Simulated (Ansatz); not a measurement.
Ansatz (an electronic-structure program) input (B3LYP-D3(BJ)/def2-TZVP):

Ansatz 0.2 input:
```yaml
crystal:
  periodic: [false, false, false]
  atoms:
    - {symbol: Ga, position_ang: [-0.51609671, -0.44730044, -0.65021055]}
    - {symbol: F, position_ang: [0.46704661, 0.37617942, 0.69968093]}
basis:
  gaussian:
    orbitals: def2-TZVP
hamiltonian:
  xc: b3lyp
  dispersion: d3bj
total_charge: 1
magnetization: {spin_polarized: true, initial_magnetization: 1}
relax: {f_tol: 0.002, max_steps: 150}
```

End of the output:

```
relax step   1: F+E_penalty+E_count = -55088.32677594 eV  Δ(F+E_penalty+E_count) = +0.000e0 eV  max|allowed force component| = 1.553e0 eV/Å  Δτ_max = 0.0000 Å  (31 SCF iters, accepted)
these checks for a lower state are left out or cut short: starts, cluster_reference, orbital_swaps, neighbouring_geometries, increment
integrals: 0.02 GiB planned
559 factors; their error is unknown
mean field: 0.26 GiB planned
mean field -55088.41533385 eV, -2024.4619232498 hartree, gradient 2.4e-5 eV, S^2 0.754903; 0 other end points of the search recorded, 0 dependent functions left out
the calculation of the forces begins
reference -55088.41550003 eV, -2024.4619293569 hartree; 20, 19 occupied and 59, 60 virtual orbitals, 559 factors
relax step   2: F+E_penalty+E_count = -55088.44040011 eV  Δ(F+E_penalty+E_count) = -1.136e-1 eV  max|allowed force component| = 1.075e0 eV/Å  Δτ_max = 0.0308 Å  (33 SCF iters, accepted)
these checks for a lower state are left out or cut short: starts, cluster_reference, orbital_swaps, neighbouring_geometries, increment
integrals: 0.02 GiB planned
559 factors; their error is unknown
mean field: 0.26 GiB planned
mean field evaluation 32: about -55088.4482 eV, gradient 2.3e-5 eV
mean field -55088.44823732 eV, -2024.4631324303 hartree, gradient 2.3e-5 eV, S^2 0.752658; 0 other end points of the search recorded, 0 dependent functions left out
the calculation of the forces begins
reference -55088.44840325 eV, -2024.4631385281 hartree; 20, 19 occupied and 59, 60 virtual orbitals, 559 factors
relax step   3: F+E_penalty+E_count = -55088.47335064 eV  Δ(F+E_penalty+E_count) = -3.295e-2 eV  max|allowed force component| = 9.756e-1 eV/Å  Δτ_max = 0.0614 Å  (37 SCF iters, accepted)
these checks for a lower state are left out or cut short: starts, cluster_reference, orbital_swaps, neighbouring_geometries, increment
integrals: 0.02 GiB planned
559 factors; their error is unknown
mean field: 0.26 GiB planned
mean field -55088.47763039 eV, -2024.4642126056 hartree, gradient 2.4e-5 eV, S^2 0.753338; 0 other end points of the search recorded, 0 dependent functions left out
the calculation of the forces begins
reference -55088.47779651 eV, -2024.4642187103 hartree; 20, 19 occupied and 59, 60 virtual orbitals, 559 factors
relax step   4: F+E_penalty+E_count = -55088.50272672 eV  Δ(F+E_penalty+E_count) = -2.938e-2 eV  max|allowed force component| = 1.457e-2 eV/Å  Δτ_max = 0.0234 Å  (33 SCF iters, accepted)
these checks for a lower state are left out or cut short: starts, cluster_reference, orbital_swaps, neighbouring_geometries, increment
integrals: 0.02 GiB planned
559 factors; their error is unknown
mean field: 0.26 GiB planned
mean field -55088.47763816 eV, -2024.4642128909 hartree, gradient 3.0e-5 eV, S^2 0.753325; 0 other end points of the search recorded, 0 dependent functions left out
the calculation of the forces begins
reference -55088.47780427 eV, -2024.4642189956 hartree; 20, 19 occupied and 59, 60 virtual orbitals, 559 factors
relax step   5: F+E_penalty+E_count = -55088.50273479 eV  Δ(F+E_penalty+E_count) = -8.067e-6 eV  max|allowed force component| = 5.600e-5 eV/Å  Δτ_max = 0.0004 Å  (23 SCF iters, accepted)
integrals: 0.02 GiB planned
559 factors; their error is unknown
mean field: 0.26 GiB planned
mean field evaluation 64: about -55088.4776 eV, gradient 7.3e-6 eV
mean field -55088.47763816 eV, -2024.4642128909 hartree, gradient 3.0e-5 eV, S^2 0.753325; 1 other end points of the search recorded, 0 dependent functions left out
the calculation of the forces begins
reference -55088.47780427 eV, -2024.4642189956 hartree; 20, 19 occupied and 59, 60 virtual orbitals, 559 factors
Total energy: -55088.50290090 eV, -2024.4651412798 hartree
Atom 0 at    -0.479569    -0.416705    -0.600056 Å, force     0.000041     0.000034     0.000056 eV/Å
Atom 1 at     0.430519     0.345584     0.649527 Å, force    -0.000041    -0.000034    -0.000056 eV/Å
Dipole moment:    -0.405814    -0.339909    -0.557197 e Å
```
